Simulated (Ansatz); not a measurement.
Born–Oppenheimer molecular dynamics of ClH₃O₃Ti (8 atoms, charge 0, multiplicity 1). It starts from a relaxed structure.

Level of theory: RKS BLYP-D4/def2-SVP (Ansatz).

```
ensemble        : NVT, Langevin thermostat
time step       : 0.5 fs
steps asked     : 500
set temperature : 200 K
friction        : 0.001 /fs
seed            : 905904
```

First frame:

```xyz
8
Properties=species:S:1:pos:R:3
Ti -0.125 -0.202 -0.120
O -0.110 -0.396 1.667
H -0.488 0.140 2.389
O 1.573 -0.157 -0.724
H 2.347 -0.560 -0.286
O -0.926 1.332 -0.605
H -1.864 1.496 -0.819
Cl -1.262 -1.918 -1.010
```

Q: How far do the bonds stretch over the last three quarters of this one trajectory? (Pairs bonded in most of those frames.)

A: 
```tsv
bond	mean (Å)	spread (Å)	shortest	longest
Ti1–O2	1.801	0.021	1.76	1.84
Ti1–O4	1.806	0.020	1.77	1.84
Ti1–O6	1.797	0.032	1.74	1.85
Ti1–Cl8	2.241	0.020	2.20	2.28
O2–H3	0.975	0.007	0.96	0.99
O4–H5	0.977	0.007	0.96	0.99
O6–H7	0.976	0.014	0.95	1.00
```

Mean temperature of the second half: 91 K. The mean temperature of the second half is 54 % below the set value. A run of 0.25 ps of so small a system gives no equilibrium averages.

The run took 10 min on 4 threads of Arm Neoverse V2, on a shared host, peak memory 0.16 GiB.
